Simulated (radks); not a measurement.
Results of a calculation; reference values are marked as such.
Q: These are the eigenvalues of the occupied orbitals of an atom or ion with whole-number occupations (hartree). Level of theory: non-relativistic Kohn-Sham, revTPSS, spin-unpolarised, spherical densities, point nucleus; meta-GGA in the generalised Kohn-Sham scheme (a radial shooting solver on a logarithmic mesh with Libxc functionals).

| orbital | eigenvalue |
|---|---|
| 1s | -25.19286 |
| 2s | -1.65974 |
| 2p | -0.93111 |
| 3d | -0.02600 |

Which element is it, and in what charge state? The configuration may be excited.

A: Z = 9, fluorine, charge 0: F in [He] 2s2 2p4 3d1. The list shows which subshells hold electrons but not how many an open one holds; the 1s level, -25.193 hartree, gives Z - s = 7.1 by -(Z - s)^2/2, which with screening narrows Z to a few neighbours, and the depths of the outer levels then fix element, charge and occupations together.
